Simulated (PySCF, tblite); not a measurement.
The geometries are computed with GFN2-xTB (gas phase). One conformer each, none proved a minimum here. Atom numbers follow the mapped SMILES.

Question: Order the C–N distances, shortest first.
A. N7–C8 in `[CH3:1][CH2:2][C:3]([CH3:4])([CH3:5])[n:6]1[n:7][cH:8][cH:9][n:10]1` with C1–C2–C3–C4 179°, C2–C3–N6–N7 64°
B. N3–C7 in `[CH3:1][CH2:2][n:3]1[n:4][n:5][cH:6][c:7]1[CH:8]([CH3:9])[CH3:10]` with C1–C2–N3–N4 95°, C6–C7–C8–C9 61°
C. N3–C4 in `[NH2:1][SiH2:2][NH:3][CH2:4][CH2:5][CH2:6][C:7]([F:8])([F:9])[F:10]` with H–N1–Si2–N3 -175° and 51°, N1–Si2–N3–C4 -176°, Si2–N3–C4–C5 140°, N3–C4–C5–C6 -57°, C4–C5–C6–C7 -81°

Answer: A (1.326 Å), B (1.357 Å), C (1.438 Å).

- 1.326 Å: aromatic, pyridine-type nitrogen to aromatic CH next to a ring nitrogen, in a 5-membered ring
- 1.357 Å: aromatic, pyrrole-type nitrogen to substituted aromatic carbon, in a 5-membered ring
- 1.438 Å: drawn single, silicon-bound nitrogen to sp3 carbon bound to nitrogen

Question: Order these C–C–C angles, narrowest first.
A. C3–C2–C4 in `[CH3:1][C:2]([CH3:3])([CH3:4])[C:5](=[O:6])[OH:7]` with C2–C5–O7–H 180°
B. C4–C5–C6 in `[NH2:1][SiH2:2][NH:3][CH2:4][CH2:5][CH2:6][C:7]([F:8])([F:9])[F:10]` with H–N1–Si2–N3 -175° and 51°, N1–Si2–N3–C4 -176°, Si2–N3–C4–C5 140°, N3–C4–C5–C6 -57°, C4–C5–C6–C7 -81°
C. C2–C6–C7 in `[CH3:1][C@@H:2]1[SiH2:3][C:4](=[O:5])[C@H:6]1[C:7]#[C:8][CH:9]=[O:10]` with C1–C2–Si3–C4 -127°, C2–Si3–C4–O5 -169°, Si3–C4–C6–C7 -132°, C1–C2–C6–C4 134°
D. C1–C2–C3 in `[CH:1]#[C:2][C@H:3]1[SiH2:4][CH2:5][S:6][SiH2:7]1` with C2–C3–Si4–C5 163°, C3–Si4–C5–S6 -35°, Si4–C5–S6–Si7 17°, C5–S6–Si7–C3 8°
E. C6–C7–C8 in `[CH3:1][CH2:2][n:3]1[n:4][n:5][cH:6][c:7]1[CH:8]([CH3:9])[CH3:10]` with C1–C2–N3–N4 95°, C6–C7–C8–C9 61°
F. C1–C2–C3 in `[CH3:1][CH2:2][C:3]([CH3:4])([CH3:5])[n:6]1[n:7][cH:8][cH:9][n:10]1` with C1–C2–C3–C4 179°, C2–C3–N6–N7 64°

Answer: A (110.1°), B (111.8°), F (113.9°), C (115.5°), E (131.0°), D (178.8°).
